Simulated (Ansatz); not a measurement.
`O[SiH](O)N[SiH](F)F` → `O[SiH2]N[Si](O)(F)F`  (isomerisation)

Program: Ansatz. Geometries: PBE0-D4/def2-TZVP. ΔE: electronic, gas phase. CBS: MP2 limit from def2 TZ/QZ plus the TZ coupled-cluster correction, frozen cores. Functionals use def2-TZVPP. B3LYP here is the variant with VWN-RPA as its local correlation; programs differ in this. One conformer a species, not always the lowest.

(1) Is it downhill or uphill in electronic energy at CCSD(T)/CBS, and by how much? (Estimate.)

(2) What do these levels give: r2SCAN-D4, PBE0-D4, B3LYP-D4, PBE, r2SCAN, HF/def2-TZVPP, SCS-MP2/def2-TZVPP, CCSD/def2-TZVPP, CCSD(T)/def2-TZVPP, MP2/def2-QZVPP, SCS-MP2/def2-QZVPP, HF/CBS(def2)? (Best estimate.)

Largest T1 diagnostic among the species: 0.012.

## Answers

(1) Ansatz gave: Nearly level: ΔE = +0.6 kJ/mol.

(2) Computed: r2SCAN-D4 0.2, PBE0-D4 -1.2, B3LYP-D4 -0.8, PBE 2.0, r2SCAN 0.5, HF/def2-TZVPP -0.7, SCS-MP2/def2-TZVPP 0.7, CCSD/def2-TZVPP -0.7, CCSD(T)/def2-TZVPP -0.7, MP2/def2-QZVPP 1.4, SCS-MP2/def2-QZVPP 1.5, HF/CBS(def2) -0.2 kJ/mol.
